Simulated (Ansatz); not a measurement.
The cluster Cu₃Ag₄⁺. Total charge 1; singlet. Geometry r2SCAN-D4/def2-SVP; atoms count from 1.

```csv
atom,x (Å),y (Å),z (Å)
Ag1,2.155,0.208,1.535
Ag2,-0.503,0.732,1.675
Ag3,-1.714,1.986,-0.403
Ag4,0.281,-1.615,-2.043
Cu5,-1.442,-0.500,-0.602
Cu6,0.628,-1.451,0.436
Cu7,0.594,0.641,-0.599
```

In the def2 sets Ag takes a core potential; there is no spin–orbit coupling. No other spin state of charge 1 was run. The structure comes from a short search, and lower isomers may exist.

Estimate the Mulliken populations from the PBE0/def2-TZVP orbitals of Ansatz.


```
atom  charge (e)  d electrons
 Ag1        0.00         9.88
 Ag2        0.22         9.85
 Ag3        0.00         9.88
 Ag4       -0.01         9.87
 Cu5        0.21         9.86
 Cu6        0.21         9.86
 Cu7        0.39         9.84
```
Mulliken values and Mayer orders depend strongly on the basis.

And the Mayer bond orders between bonded heavy atoms (over 0.3)?

Ag1–Ag2 0.44 (2.71 Å); Ag1–Cu6 0.46 (2.51 Å); Ag2–Ag3 0.44 (2.71 Å); Ag3–Cu5 0.46 (2.51 Å); Ag4–Cu5 0.45 (2.51 Å); Ag4–Cu6 0.45 (2.51 Å).
